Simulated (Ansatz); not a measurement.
Species: TaO (charge 0, doublet). The spin state was set by rule; other spins were not relaxed. 
Coordinates optimised at B3LYP-D3(BJ)/def2-TZVP (Ansatz, a first-principles code):
```
Ta
O 1 1.6934
```
Charge 0, spin multiplicity 2.

Basis-set convergence of Hartree-Fock and CCSD(T) correlation energies (hartree) with Ansatz. Cores are frozen in the correlated levels unless marked. Open shells are spin-unrestricted. No spin-orbit coupling. The frozen core is the preceding noble-gas configuration, with the filled d and f shells of earlier blocks. In def2 rows, elements after Kr have scalar-relativistic effective core potentials.

The UHF reference is spin-contaminated (<S^2> 0.39 over the pure value in the largest basis). The T1 diagnostic of CCSD in the largest basis is 0.077, which is high, so the coupled-cluster rows are less sure than usual.

```
basis       functions       E(HF)  E(corr, CCSD(T))
----------  ---------  ----------  ----------------
def2-SVP           46  -131.13962          -0.31985
def2-TZVPP         87         ___               ___
```

Problem. Complete the blanks.

Solution. 
- def2-TZVPP, E(HF): -131.25390
- def2-TZVPP, E(corr, CCSD(T)): -0.38910
